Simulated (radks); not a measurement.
Problem. Hf IV, configuration [Kr] 4d10 4f14 5s1.5 5p6 5d1 6s0.5 (fractional occupations, a model configuration). Calculated with a radial shooting solver on a logarithmic mesh with Libxc functionals: scalar-relativistic Kohn-Sham, PW91, spin-polarised, spherical densities, finite nucleus; open shells are filled with parallel spins first (spin-orbit coupling, left out, can overturn this in heavy ions); Fermi nuclear charge, rms radius 5.347 fm. Some entries of the table are withheld. Estimate them.

| orbital | occ. | eigenvalue (Ry) | <r^2> (bohr^2) |
|---|---|---|---|
| 1s up | 1 | -4799.672 | 0.0004951 |
| 1s down | 1 | -4799.667 | 0.0004951 |
| 2s up | 1 | -822.8091 | 0.007642 |
| 2s down | 1 | -822.8022 | 0.007642 |
| 2p up | 3 | -722.9538 | 0.006283 |
| 2p down | 3 | -722.9476 | 0.006283 |
| 3s up | 1 | -189.2437 | 0.04977 |
| 3s down | 1 | -189.2400 | 0.04977 |
| 3p up | 3 | -159.3991 | 0.05040 |
| 3p down | 3 | -159.3952 | 0.05040 |
| 3d up | 5 | -124.0233 | 0.04186 |
| 3d down | 5 | -124.0182 | 0.04186 |
| 4s up | 1 | -39.96063 | 0.2477 |
| 4s down | 1 | -39.95230 | 0.2476 |
| 4p up | 3 | -30.16845 | 0.2819 |
| 4p down | 3 | -30.15943 | 0.2818 |
| 4d up | 5 | -17.50079 | 0.3325 |
| 4d down | 5 | -17.48860 | 0.3321 |
| 5s up | 1 | -7.21556 | 1.422 |
| 5s down | 0.5 | -7.13792 | 1.415 |
| 5p up | 3 | -4.86055 | 1.944 |
| 5p down | 3 | -4.77030 | 1.933 |
| 4f up | 7 | -3.54376 | 0.5765 |
| 4f down | 7 | -3.51743 | 0.5674 |
| 5d up | 1 | (1) | 4.051 |
| 5d down | 0 | (2) | 4.060 |
| 6s up | 0.5 | (3) | 8.221 |
| 6s down | 0 | (4) | 8.085 |

Solution. 
(1) 5d up eigenvalue (Ry): -2.19448
(2) 5d down eigenvalue (Ry): -2.09252
(3) 6s up eigenvalue (Ry): -2.03333
(4) 6s down eigenvalue (Ry): -1.94280
